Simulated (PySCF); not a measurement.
Ag⁻ (silver, charge -1): UHF calculation

Configuration: [Kr] 4d10 5s2, closed-shell 1S. Calculation: PySCF 2.14, in aug-cc-pVTZ-PP with one added diffuse shell each of s, p, d, f, g type with ECP28MDF (7s7p6d4f3g, 113 functions); scalar relativity through the core potential.

| Property | Result |
| --- | --- |
| Total energy | -146.059318 hartree |
| One-electron energy | -264.9922 hartree |
| Hartree (Coulomb) energy | 132.3258 hartree |
| Exchange energy | -13.3929 hartree |
| ⟨S²⟩ | 0.0000 |
| ⟨L²⟩ | 0.000 |
| Sum of ⟨r⟩ | 31.42 bohr |
| Sum of ⟨r²⟩ | 89.12 bohr² |

```tsv
shell	electrons	mean orbital energy (eV)	rms radius, mean of both spins (bohr)
4s	2	-113.23	0.984
4p	6	-70.997	1.08
4d	10	-8.445	1.55
5s	2	-0.625	5.30
```

Energies and moments cover only the electrons outside the core potential.
